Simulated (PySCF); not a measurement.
C₂HO, charge -1, singlet, at a GFN2-xTB geometry (in this run its highest filled SCF level lies above zero, so its values depend strongly on the basis, on diffuse functions most of all). Base run: CCSD/STO-3G in PySCF.

The PySCF input:
```python
from pyscf import gto, scf, cc

mol = gto.Mole()
mol.atom = '''
    C     0.017882   -0.126888   -1.227557
    C     0.012039   -0.079027   -0.004614
    H     0.100932   -0.678824   -2.129085
    O    -0.035057    0.239289    1.190263
'''
mol.basis = 'sto-3g'
mol.charge = -1
mol.spin = 0
mol.verbose = 4
mol.build()

mf = scf.RHF(mol)
mf.kernel()

mycc = cc.CCSD(mf)
mycc.kernel()
print('E(CCSD) = %.10f' % mycc.e_tot)
```

Each row names what was changed in the base input (with any setting that the change needs).

```json
[
 {"change": "base", "ΔE vs base (kcal/mol)": "0.000", "MP2 correlation (Eh)": "-0.18862", "CC correlation without the perturbative part (Eh)": "-0.19556", "basis functions": "16"},
 {"change": "cart = on", "ΔE vs base (kcal/mol)": "0.000", "MP2 correlation (Eh)": "-0.18862", "CC correlation without the perturbative part (Eh)": "-0.19556", "basis functions": "16"},
 {"change": "cc.diis_space = 10", "ΔE vs base (kcal/mol)": "0.000", "MP2 correlation (Eh)": "-0.18862", "CC correlation without the perturbative part (Eh)": "-0.19556", "basis functions": "16"},
 {"change": "method = ccsd(t)", "ΔE vs base (kcal/mol)": "-8.58", "MP2 correlation (Eh)": "-0.18862", "CC correlation without the perturbative part (Eh)": "-0.19556", "basis functions": "16"},
 {"change": "method = cisd", "ΔE vs base (kcal/mol)": "7.91", "MP2 correlation (Eh)": "-", "CC correlation without the perturbative part (Eh)": "-", "basis functions": "16"},
 {"change": "cc.conv_tol = 1e-9", "ΔE vs base (kcal/mol)": "0.000", "MP2 correlation (Eh)": "-0.18862", "CC correlation without the perturbative part (Eh)": "-0.19556", "basis functions": "16"},
 {"change": "method = mp2", "ΔE vs base (kcal/mol)": "4.36", "MP2 correlation (Eh)": "-0.18862", "CC correlation without the perturbative part (Eh)": "-", "basis functions": "16"},
 {"change": "cc.direct = True", "ΔE vs base (kcal/mol)": "0.000", "MP2 correlation (Eh)": "-0.18862", "CC correlation without the perturbative part (Eh)": "-0.19556", "basis functions": "16"},
 {"change": "density fitting = JK and correlation", "ΔE vs base (kcal/mol)": "-0.167", "MP2 correlation (Eh)": "-0.18861", "CC correlation without the perturbative part (Eh)": "-0.19556", "basis functions": "16"},
 {"change": "frozen = 3", "ΔE vs base (kcal/mol)": "0.446", "MP2 correlation (Eh)": "-0.18776", "CC correlation without the perturbative part (Eh)": "-0.19485", "basis functions": "16"}
]
```
